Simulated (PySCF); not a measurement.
Fine-structure interval along the 9-electron series

Calculated with PySCF 2.14 and a two-component X2C-1e Hamiltonian (Gaussian nucleus, no Breit or QED terms), each ion in its own even-tempered basis scaled to its charge; GMP2 freezes nothing and drops the highest virtual spinors. Values in cm⁻¹.

```
  ion  configuration  GHF (screened spin-orbit)  GMP2 (screened spin-orbit)  GHF (bare spin-orbit)
Tm⁶⁰⁺   [He] 2s2 2p5                    8224800                     8226200                8494900
Lu⁶²⁺   [He] 2s2 2p5                    9368300                     9369700                9669000
```

Task: Fill in the row of Yb⁶¹⁺.

Result: configuration: [He] 2s2 2p5; GHF (screened spin-orbit): 8781400; GMP2 (screened spin-orbit): 8782700; GHF (bare spin-orbit): 9066400.
